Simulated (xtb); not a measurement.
Job for xtb: GFN2-xTB on CH3N (SMILES C=N), a point of a bond scan (R = 3.411 Å).

```
$ xtb mol.xyz --gfn 2 --sp --chrg 0 --uhf 0
5

C     -0.55740008     0.17855308     0.01045098
N      2.57575636    -1.16732429    -0.05019410
H     -1.41804796    -0.49076045     0.02134142
H     -0.77858901     1.25082695     0.02015765
H      3.29256792    -0.43934914    -0.05831780
```

The head of its log:

```
[...]
           -------------------------------------------------
          |                Calculation Setup                |
           -------------------------------------------------



molecular fragmentation (1/2 indicates fragments):
12112
# atoms in fragment 1/2:     3     2
 fragment masses (1/2) :       14.03       15.01
CMA distance (Bohr)    :   6.650
constraining FC (au)   :  0.0500

           -------------------------------------------------
          |                 G F N 2 - x T B                 |
           -------------------------------------------------

        Reference                      10.1021/acs.jctc.8b01176
      * Hamiltonian:
        H0-scaling (s, p, d)           1.850000    2.230000    2.230000
        zeta-weighting                 0.500000
      * Dispersion:
        s8                             2.700000
        a1                             0.520000
        a2                             5.000000
        s9                             5.000000
      * Repulsion:
        kExp                           1.500000    1.000000
        rExp                           1.000000
      * Coulomb:
        alpha                          2.000000
        third order                    shell-resolved
        anisotropic                    true
        a3                             3.000000
        a5                             4.000000
        cn-shift                       1.200000
        cn-exp                         4.000000
        max-rad                        5.000000


          ...................................................
          :                      SETUP                      :
          :.................................................:
          :  # basis functions                  11          :
          :  # atomic orbitals                  11          :
          :  # shells                            7          :
          :  # electrons                        12          :
          :  max. iterations                   250          :
          :  Hamiltonian                  GFN2-xTB          :
          :  restarted?                      false          :
          :  GBSA solvation                  false          :
          :  PC potential                    false          :
          :  electronic temp.          300.0000000     K    :
          :  accuracy                    1.0000000          :
          :  -> integral cutoff          0.2500000E+02      :
          :  -> integral neglect         0.1000000E-07      :
          :  -> SCF convergence          0.1000000E-05 Eh   :
          :  -> wf. convergence          0.1000000E-03 e    :
          :  Broyden damping             0.4000000          :
          :  net charge                          0          :
          :  unpaired electrons                  0          :
          ...................................................

 iter      E             dE          RMSdq      gap      omega  full diag
   1     -4.6308626 -0.463086E+01  0.149E+01    0.64       0.0  T
   2     -3.9560705  0.674792E+00  0.198E+01    4.90       1.0  T
```

Task: Predict the final total energy.

Result: -6.1729 hartree.
